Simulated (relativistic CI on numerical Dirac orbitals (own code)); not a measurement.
Calculated at this level of theory: Dirac-Coulomb-Breit CI, separate exchange-only KLI orbitals for each configuration, a model potential for QED, unscaled Slater integrals (own radial code, finite nucleus).

The strongest absorption lines from the ground level of an ion, among the configurations computed and to levels below about 2040 eV (vacuum wavelength in nm, gf): 0.61047 (0.051), 0.61239 (0.029), 0.70374 (0.11), 0.70822 (0.065), 0.98494 (0.37), 1.0027 (0.23), 8.7185 (0.41), 14.195 (0.12).

Question: Which ion is it?
A. Cs⁴⁴⁺
B. Tc³²⁺
C. In³⁶⁺
D. In³⁸⁺

Answer: D. In³⁸⁺ has 11 electrons and the ground level 3s ²S1/2; the strongest line goes to 3p ²P°3/2. The pattern of lines fixes the number of electrons, and along that sequence the line energies rise steadily with the charge (about as its square where n changes within one kind of shell, about linearly where n is kept but much faster in heavy ions where fine structure, which grows about as Z⁴, sets the gap, and irregularly where shells cross), which fixes Z. Configurations outside the model, such as inner-shell arrays, can give stronger lines. At this charge energies of transitions that change n are usually good to better than 1 %, and those within a shell (Δn = 0) to a few per cent.
